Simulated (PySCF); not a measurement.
Predicted microwave data (CAM-B3LYP/def2-SVPD in PySCF (dipole) on a GFN2-xTB geometry, gas phase) for one isomer of C3H10OSSi2:

| Property | Result |
| --- | --- |
| Rotational constants | A = 2099, B = 975.4, C = 708.2 MHz |
| Dipole components | \|μa\| = 2.15 D, \|μb\| = 0.52 D, \|μc\| = 0.05 D |
| Inertial defect | -45.28 u·Å² |
| κ | -0.62 |

Question: Which candidate fits, each taken in the one conformer that was computed?
A. `[O:1]=[SH:2]/[CH:3]=[CH:4]/[CH:5]([SiH3:6])[SiH3:7]` with O1–S2–C3–C4 -6°, C3–C4–C5–Si6 94°
B. `[CH2:1]=[CH:2][O:3][CH2:4][SiH2:5][S:6][SiH3:7]` with C1–C2–O3–C4 0°, C2–O3–C4–Si5 179°, O3–C4–Si5–S6 59°, C4–Si5–S6–Si7 -41°
C. `[SiH3:1][S:2][SiH2:3][C@@H:4]1[CH2:5][CH2:6][O:7]1` with Si1–S2–Si3–C4 -41°, S2–Si3–C4–C5 145°

Answer: B. It is C=COC[SiH2]S[SiH3], an asymmetric top, point group C1. The candidates at the same level (rigid rotor, commonest isotopes):

```json
{"SMILES": "O=[SH]/C=C/C([SiH3])[SiH3]", "A (MHz)": "2299", "B (MHz)": "692.5", "C (MHz)": "579.6", "μa (D)": "2.36", "μb (D)": "1.79", "μc (D)": "1.20", "Δ (u·Å²)": "-77.75", "point group": "C1", "rotor": "asymmetric top"}
{"SMILES": "[SiH3]S[SiH2][C@@H]1CCO1", "A (MHz)": "2237", "B (MHz)": "1162", "C (MHz)": "824.2", "μa (D)": "3.64", "μb (D)": "0.17", "μc (D)": "0.40", "Δ (u·Å²)": "-47.61", "point group": "C1", "rotor": "asymmetric top"}
{"SMILES": "C=COC[SiH2]S[SiH3]", "A (MHz)": "2099", "B (MHz)": "975.4", "C (MHz)": "708.2", "μa (D)": "2.15", "μb (D)": "0.52", "μc (D)": "0.05", "Δ (u·Å²)": "-45.28", "point group": "C1", "rotor": "asymmetric top"}
```

`[SiH3]S[SiH2][C@@H]1CCO1` has B 19 % too high; `O=[SH]/C=C/C([SiH3])[SiH3]` has B 29 % too low. No structure here is proved a minimum.
